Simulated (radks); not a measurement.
The numbers below are computed, except where a source is named.
Excited configurations of the zinc ion Zn3+: one electron is placed in a higher orbital outside [Ar] 3d8. The ground configuration is [Ar] 3d9. Level of theory: scalar-relativistic Kohn-Sham, BLYP, spin-unpolarised, spherical densities, finite nucleus; Fermi nuclear charge, rms radius 3.9283 fm (a radial shooting solver on a logarithmic mesh with Libxc functionals). Excitation = E - E(ground); binding = E(ion) - E, where the ion is the core of charge +4; n* = 4/sqrt(2 binding) in atomic units, and the quantum defect is n - n*.

outer orbital	excitation (eV)	binding (eV)	n*	eigenvalue (eV)	<r> (bohr)
4p	27.022	34.765	2.502	-29.861	2.228
4f	47.945	13.842	3.966	-11.546	4.313
5f	52.507	9.279	4.844	-7.965	7.399
6p	50.887	10.899	4.469	-9.665	7.421
6d	53.187	8.600	5.031	-7.573	9.004
7p	54.331	7.456	5.403	-6.622	10.99
7d	55.652	6.134	5.957	-5.448	12.97

The Delta-SCF ionisation energy is 61.787 eV (NIST Atomic Spectra Database: 59.57 eV, measured). Self-interaction in the functional shifts the binding energies and quantum defects, so they are the method's values and not measured ones. Spin polarisation and multiplet splitting are left out, so open shells lie too high by an amount that depends on their filling.

Beside tabulated values, note that spin-unpolarised runs miss the spin-polarisation part of the exchange energy of open shells.
